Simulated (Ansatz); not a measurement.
Tuning the range parameter of LC-ωPBE so that −HOMO meets the ionisation energy; basis def2-SVP, Ansatz. System: `[Cu][S]c1ccc(C#Cc2ccc(C#Cc3ccccc3)cc2)cc1`. The state is a singlet with charge 0. Geometry: PBE-D4/def2-SVP. The ionised state is a doublet.

Geometry of the singlet:

| atom | x (Å) | y (Å) | z (Å) |
| --- | --- | --- | --- |
| Cu1 | -5.065 | -9.169 | -0.386 |
| S2 | -6.041 | -7.697 | 0.801 |
| C3 | -4.898 | -6.352 | 0.642 |
| C4 | -5.401 | -5.030 | 0.715 |
| C5 | -4.545 | -3.932 | 0.641 |
| C6 | -3.144 | -4.103 | 0.482 |
| C7 | -2.276 | -2.985 | 0.386 |
| C8 | -1.527 | -2.007 | 0.301 |
| C9 | -0.674 | -0.879 | 0.192 |
| C10 | 0.739 | -1.030 | 0.138 |
| C11 | 1.574 | 0.078 | 0.023 |
| C12 | 1.036 | 1.392 | -0.048 |
| C13 | 1.885 | 2.523 | -0.179 |
| C14 | 2.619 | 3.507 | -0.306 |
| C15 | 3.462 | 4.643 | -0.458 |
| C16 | 2.907 | 5.943 | -0.591 |
| C17 | 3.739 | 7.056 | -0.745 |
| C18 | 5.136 | 6.902 | -0.769 |
| C19 | 5.697 | 5.621 | -0.636 |
| C20 | 4.874 | 4.500 | -0.482 |
| C21 | -0.376 | 1.545 | 0.008 |
| C22 | -1.210 | 0.436 | 0.125 |
| C23 | -2.642 | -5.431 | 0.413 |
| C24 | -3.499 | -6.525 | 0.501 |
| H25 | -6.485 | -4.875 | 0.823 |
| H26 | -4.955 | -2.912 | 0.696 |
| H27 | 1.168 | -2.041 | 0.191 |
| H28 | 2.665 | -0.053 | -0.017 |
| H29 | 1.813 | 6.060 | -0.573 |
| H30 | 3.294 | 8.058 | -0.849 |
| H31 | 5.787 | 7.781 | -0.891 |
| H32 | 6.790 | 5.494 | -0.654 |
| H33 | 5.310 | 3.496 | -0.378 |
| H34 | -0.805 | 2.556 | -0.045 |
| H35 | -2.301 | 0.568 | 0.166 |
| H36 | -1.560 | -5.587 | 0.292 |
| H37 | -3.090 | -7.549 | 0.469 |

Single mean-field runs in def2-SVP are fitted with def2-universal-jkfit. The restricted singlet is unstable towards broken spin symmetry in Hartree–Fock (as tested in another run); at LC-ωPBE (ω = 0.10 bohr⁻¹)/def2-SVP, LC-ωPBE (ω = 0.15 bohr⁻¹)/def2-SVP, LC-ωPBE (ω = 0.20 bohr⁻¹)/def2-SVP, LC-ωPBE (ω = 0.30 bohr⁻¹)/def2-SVP this wasn't settled. At LC-ωPBE (ω = 0.30 bohr⁻¹)/def2-SVP the charge 1 doublet is spin-contaminated (final ⟨S²⟩ up to 0.83, 0.75 for a pure state).

| ω (1/bohr) | HOMO (eV) | LUMO (eV) | vertical IE (eV) | HOMO + IE (eV) |
| --- | --- | --- | --- | --- |
| 0.1 | -5.89 | -2.00 | 6.41 | 0.52 |
| 0.15 | -6.35 | -1.50 | 6.59 | 0.24 |
| 0.2 | -6.72 | -1.12 | 6.74 | 0.02 |
| 0.3 | -7.23 | -0.66 | 6.94 | -0.28 |

(1) Where does the tuning condition hold?

## Answers

(1) Near ω = 0.21 bohr⁻¹, by linear interpolation.
